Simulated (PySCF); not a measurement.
C6H5Cl, charge -1, doublet, at the geometry of the source list (a state made from the parent by changing its charge; the spin is typed, not shown lowest) (in this run its highest filled SCF level lies above zero, so its values depend strongly on the basis, on diffuse functions most of all); DF-B3LYP/6-31G* in PySCF.

Input for PySCF:
```python
from pyscf import gto, scf, dft

mol = gto.M(
    atom='''
Cl    3.040500    0.221900   -0.001600
C     1.318700    0.096200   -0.000700
C     0.548900    1.248000    0.012600
C    -0.830800    1.140800    0.013200
C    -1.435200   -0.104700    0.000700
C    -0.656400   -1.249400   -0.012500
C     0.724200   -1.155100   -0.013200
H     1.024200    2.216600    0.022300
H    -1.434100    2.035700    0.023500
H    -2.511900   -0.183300    0.001300
H    -1.123400   -2.222400   -0.022200
H     1.335100   -2.044400   -0.023500
''',
    basis='6-31g*',
    charge=-1,
    spin=1,
    verbose=5,
)

mf = dft.UKS(mol)
mf.xc = 'b3lyp'
mf = mf.density_fit(auxbasis='def2-universal-jkfit')
mf.kernel()
mf.analyze()
```

Write the output that PySCF gives for this input, abridged.


```
PySCF version 2.14.0

[INPUT] verbose = 5
[INPUT] max_memory = 4000
[INPUT] num. atoms = 12
[INPUT] num. electrons = 59
[INPUT] charge = -1
[INPUT] spin (= nelec alpha-beta = 2S) = 1
[INPUT] symmetry False subgroup None
[INPUT] Mole.unit = angstrom
[INPUT] Symbol           X                Y                Z      unit          X                Y                Z       unit  Magmom
[...]
[INPUT] ---------------- BASIS SET ----------------
[INPUT] l, kappa, [nprim/nctr], expnt,             c_1 c_2 ...
[INPUT] C
[...]
                                457.36951         0.0140373
                                103.94869         0.0688426
                                29.210155         0.2321844
                                9.286663          0.4679413
                                3.163927          0.362312
[...]
                                1.8812885         -0.1608542
                                0.5442493         1.1434564
[...]
                                1.8812885         0.316424
                                0.5442493         0.7443083
[...]
[INPUT] Cl
[...]
                                3780.35           0.014034
                                860.474           0.069097
                                242.145           0.237452
                                77.3349           0.483034
                                26.247            0.339856
[...]
                                116.984           -0.030714
                                37.4153           -0.112528
                                13.7834           0.045016
                                5.45215           0.589353
                                2.22588           0.465206
[...]
                                1.14427           0.061589
                                0.420377          1.06018
[...]
                                116.984           0.030318
                                37.4153           0.12988
                                13.7834           0.327951
                                5.45215           0.453527
                                2.22588           0.252154
[...]
                                1.14427           0.323572
                                0.420377          0.743507
[...]
[INPUT] H
[...]
                                2.8253937         0.23472695
                                0.6401217         0.81375733
[...]
nuclear repulsion = 317.664688820045
number of shells = 54
number of NR pGTOs = 233
number of NR cGTOs = 112
[...]
converged SCF energy = -691.765892953709  <S^2> = 0.76081753  2S+1 = 2.0107884
Total Energy =                        -691.765892953708544
[...]
spin_pop of  5 C 3dxz      0.00049
spin_pop of  5 C 3dx2-y2   -0.00003
spin_pop of  6 C 1s       -0.00000
spin_pop of  6 C 2s        0.01053
spin_pop of  6 C 3s       -0.00015
spin_pop of  6 C 2px       0.00201
spin_pop of  6 C 2py       0.00569
spin_pop of  6 C 2pz       0.26179
spin_pop of  6 C 3px      -0.00005
spin_pop of  6 C 3py      -0.00002
spin_pop of  6 C 3pz       0.00856
spin_pop of  6 C 3dxy      0.00004
spin_pop of  6 C 3dyz     -0.00002
spin_pop of  6 C 3dz^2    -0.00032
spin_pop of  6 C 3dxz      0.00057
spin_pop of  6 C 3dx2-y2   -0.00004
spin_pop of  7 H 1s       -0.00985
spin_pop of  7 H 2s        0.00008
spin_pop of  8 H 1s       -0.01049
spin_pop of  8 H 2s        0.00009
spin_pop of  9 H 1s        0.00208
spin_pop of  9 H 2s       -0.00003
spin_pop of  10 H 1s       -0.01056
spin_pop of  10 H 2s        0.00009
spin_pop of  11 H 1s       -0.00977
spin_pop of  11 H 2s        0.00008
 ** Mulliken Spin Density (per atom)  **
spin density of  0 Cl =     -0.00255
spin density of  1 C =     -0.07430
spin density of  2 C =      0.29128
spin density of  3 C =      0.30706
spin density of  4 C =     -0.08135
spin density of  5 C =      0.30955
spin density of  6 C =      0.28860
spin density of  7 H =     -0.00978
spin density of  8 H =     -0.01040
spin density of  9 H =      0.00205
spin density of  10 H =     -0.01048
spin density of  11 H =     -0.00969
 ** Mulliken pop alpha/beta on meta-lowdin orthogonal AOs **
 ** Mulliken pop       alpha | beta **
In total            30.00000 | 29.00000
 ** Mulliken atomic charges   ( Nelec_alpha | Nelec_beta ) **
charge of  0Cl =     -0.15413  (     8.57579      8.57834 )
charge of  1C =      0.01100  (     2.95735      3.03165 )
charge of  2C =     -0.26447  (     3.27788      2.98659 )
charge of  3C =     -0.25402  (     3.28054      2.97348 )
charge of  4C =     -0.11165  (     3.01515      3.09650 )
charge of  5C =     -0.25502  (     3.28228      2.97274 )
charge of  6C =     -0.26342  (     3.27601      2.98741 )
charge of  7H =      0.06331  (     0.46346      0.47323 )
charge of  8H =      0.05284  (     0.46838      0.47878 )
charge of  9H =      0.05941  (     0.47132      0.46927 )
charge of  10H =      0.05277  (     0.46837      0.47885 )
charge of  11H =      0.06338  (     0.46347      0.47316 )

WARN: System has nonzero charge -1; the dipole moment is origin-dependent.
Location of origin: [0. 0. 0.]

Dipole moment(X, Y, Z, Debye): -2.52697, -0.18469,  0.00136
```
